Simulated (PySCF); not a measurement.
CH₂Cl₆Si₂, charge -1, doublet, at a GFN2-xTB geometry (a state made from the parent by changing its charge; the spin is typed, not shown lowest). Base run: DF-PBE0/6-31G* (PySCF).

PySCF was given this input:
```python
from pyscf import gto, scf, dft

mol = gto.M(
    atom='''
Cl    3.087990   -0.396772   -1.265694
Si    1.473981    0.293217   -0.194612
Cl    2.179332    0.667664    1.668849
Cl    0.976619    2.069056   -1.021812
C     0.105443   -0.995103   -0.215735
Si   -1.635604   -0.253433    0.203303
Cl   -2.051876    0.257377   -1.987281
Cl   -1.203103   -0.203777    2.439484
Cl   -2.916123   -1.884244    0.276264
H     0.336163   -1.781037    0.505877
H     0.055626   -1.463471   -1.199885
''',
    basis='6-31g*',
    charge=-1,
    spin=1,
    verbose=4,
)

mf = dft.UKS(mol)
mf.xc = 'pbe0'
mf = mf.density_fit(auxbasis='def2-universal-jkfit')
mf.kernel()
```

Each row names what was changed in the base input (with any setting that the change needs).

```json
[
 {"change": "base", "basis functions": "162", "E (Eh)": "-3378.51178", "HOMO (eV)": "-1.45", "core-seconds (rough)": "40"},
 {"change": "basis = LANL2DZ", "basis functions": "77", "E (Eh)": "-136.95780", "HOMO (eV)": "-1.70", "core-seconds (rough)": "20"},
 {"change": "basis = 3-21G", "basis functions": "117", "E (Eh)": "-3362.05887", "HOMO (eV)": "-1.78", "core-seconds (rough)": "30"},
 {"change": "basis = 6-31G", "basis functions": "117", "E (Eh)": "-3378.31518", "HOMO (eV)": "-1.82", "core-seconds (rough)": "30"},
 {"change": "basis = pcseg-0", "basis functions": "117", "E (Eh)": "-3374.51470", "HOMO (eV)": "-1.62", "core-seconds (rough)": "40"},
 {"change": "basis = def2-SV(P)", "basis functions": "162", "E (Eh)": "-3377.57967", "HOMO (eV)": "-0.99", "core-seconds (rough)": "40"},
 {"change": "basis = cc-pVDZ", "basis functions": "168", "E (Eh)": "-3378.69155", "HOMO (eV)": "-1.25", "core-seconds (rough)": "50"},
 {"change": "basis = pc-1", "basis functions": "168", "E (Eh)": "-3378.66203", "HOMO (eV)": "-1.58", "core-seconds (rough)": "40"},
 {"change": "basis = 6-31+G*", "basis functions": "198", "E (Eh)": "-3378.52390", "HOMO (eV)": "-1.69", "core-seconds (rough)": "70"},
 {"change": "basis = 6-311G**", "basis functions": "238", "E (Eh)": "-3378.74821", "HOMO (eV)": "-1.76", "core-seconds (rough)": "70"},
 {"change": "basis = def2-SVPD", "basis functions": "246", "E (Eh)": "-3377.64991", "HOMO (eV)": "-1.63", "core-seconds (rough)": "100"},
 {"change": "basis = aug-cc-pVDZ", "basis functions": "257", "E (Eh)": "-3378.72116", "HOMO (eV)": "-1.59", "core-seconds (rough)": "100"},
 {"change": "basis = aug-pcseg-1", "basis functions": "257", "E (Eh)": "-3378.54648", "HOMO (eV)": "-1.61", "core-seconds (rough)": "100"}
]
```

Totals compare only among sets that treat the same electrons; sets with core potentials leave the core out.

Open shells are given as the SCF converged; they aren't shown to be the lowest states, and a large step between rows can be another state.
